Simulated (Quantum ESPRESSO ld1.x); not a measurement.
The numbers below are computed, except where a source is named.
Ionisation of Nb3+, [Kr] 4d2, to Nb4+, [Kr] 4d1, under several functionals. Dirac Kohn-Sham, spin-unpolarised, spherical densities, point nucleus; open shells fill j = l - 1/2 first; ld1.x of Quantum ESPRESSO 7.5.

| functional | E(Nb3+) (hartree) | Exc (hartree) | IE (eV) | -e(HOMO) (eV) | <r> HOMO (bohr) | IE error (eV) |
|---|---|---|---|---|---|---|
| exchange-only PBE | -3816.50 | -116.02 | 35.925 | 29.636 | 1.733 | -1.686 |
| PW91 | -3819.13 | -118.70 | 37.094 | 30.756 | 1.708 | -0.517 |
| LDA (Slater exchange, VWN5 correlation) | -3814.38 | -113.87 | 37.211 | 30.891 | 1.707 | -0.400 |
| RPBE | -3818.74 | -118.30 | 36.981 | 30.640 | 1.708 | -0.630 |
| PBEsol | -3816.34 | -115.86 | 36.983 | 30.656 | 1.703 | -0.628 |
| exchange-only B88 | -3817.06 | -116.59 | 35.879 | 29.589 | 1.724 | -1.732 |
| rPW86 exchange with PBE correlation | -3819.94 | -119.49 | 37.048 | 30.739 | 1.714 | -0.563 |
| revPBE | -3818.66 | -118.22 | 36.957 | 30.619 | 1.705 | -0.654 |
| Slater X-alpha with alpha = 1 | -3866.17 | -167.44 | 41.952 | 35.274 | 1.588 | +4.341 |
| PBE | -3818.45 | -118.01 | 37.020 | 30.689 | 1.707 | -0.591 |
| HCTH/120 | -3821.03 | -120.75 | 37.368 | 30.995 | 1.693 | -0.243 |
| OLYP | -3820.03 | -119.68 | 37.118 | 30.735 | 1.703 | -0.493 |

NIST Atomic Spectra Database: 37.61 eV (measured). Closest: HCTH/120. The Delta-SCF values span 6.07 eV, the total energies 51.79 hartree. The highest occupied level is 4d3/2. Spin polarisation and multiplet splitting are left out, so open shells lie too high by an amount that depends on their filling.

Beside tabulated values, note that spin-unpolarised runs miss the spin-polarisation part of the exchange energy of open shells.
